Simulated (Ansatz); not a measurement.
The cluster Hg₂O₂. Charge 0, multiplicity 1. Geometry PBE0-D4/def2-TZVP.

| atom | x (Å) | y (Å) | z (Å) |
| --- | --- | --- | --- |
| Hg1 | -2.0055 | 0.4441 | 0.3924 |
| Hg2 | 2.0055 | -0.4441 | -0.3922 |
| O3 | 0.0216 | -0.4692 | 0.6427 |
| O4 | -0.0217 | 0.4691 | -0.6429 |

In the def2 sets Hg takes a core potential; there is no spin–orbit coupling. The restricted singlet is unstable towards broken spin symmetry at other levels; at revPBE-D4/def2-TZVP, BLYP-D4/def2-TZVP, r2SCAN-D4/def2-TZVPD, PBE0-D4/def2-TZVPD this wasn't settled. At revPBE-D4/def2-TZVP, BLYP-D4/def2-TZVP, r2SCAN-D4/def2-TZVP, r2SCAN-D4/def2-TZVPD an occupied level of the charge 0 singlet lies above an empty one (by up to 0.19 eV), so this SCF solution is probably not the lowest. At r2SCAN-D4/def2-TZVP the restricted singlet is unstable: a solution with broken spin symmetry lies lower. The geometry of the singlet was relaxed on an unsound state (restricted singlet, unstable towards broken spin symmetry). At PBE0-D4/def2-TZVP a triplet of charge 0 lies 4.00 eV below the restricted singlet, each at its own geometry. The structure comes from a short search, and lower isomers may exist.

Q: Estimate the orbital energies around the gap (eV) in Ansatz with revPBE-D4/def2-TZVP, BLYP-D4/def2-TZVP, r2SCAN-D4/def2-TZVP, r2SCAN-D4/def2-TZVPD, PBE0-D4/def2-TZVPD.

A: 
| orbital | revPBE-D4/def2-TZVP | BLYP-D4/def2-TZVP | r2SCAN-D4/def2-TZVP | r2SCAN-D4/def2-TZVPD | PBE0-D4/def2-TZVPD |
| --- | --- | --- | --- | --- | --- |
| HOMO−9 | -10.47 | -10.39 | -10.97 | -10.98 | -12.43 |
| HOMO−8 | -10.47 | -10.39 | -10.97 | -10.98 | -12.43 |
| HOMO−7 | -10.46 | -10.38 | -10.96 | -10.97 | -12.39 |
| HOMO−6 | -10.26 | -10.19 | -10.74 | -10.75 | -12.20 |
| HOMO−5 | -9.11 | -9.10 | -9.49 | -9.50 | -10.61 |
| HOMO−4 | -8.99 | -8.95 | -9.20 | -9.24 | -10.19 |
| HOMO−3 | -7.47 | -7.51 | -7.82 | -7.85 | -9.23 |
| HOMO−2 | -6.42 | -6.48 | -6.61 | -6.62 | -6.90 |
| HOMO−1 | -5.29 | -5.34 | -5.48 | -5.52 | -6.53 |
| HOMO | -4.70 | -4.79 | -4.96 | -5.00 | -6.35 |
| LUMO | -4.89 | -4.97 | -5.04 | -5.06 | -4.49 |
| LUMO+1 | -1.76 | -1.87 | -1.42 | -1.46 | -0.61 |
| LUMO+2 | -0.79 | -0.89 | -0.49 | -0.50 | -0.23 |
| LUMO+3 | -0.73 | -0.81 | -0.39 | -0.45 | -0.21 |
| LUMO+4 | -0.37 | -0.44 | -0.01 | -0.12 | 0.44 |
| LUMO+5 | -0.07 | -0.15 | 0.32 | 0.26 | 0.54 |
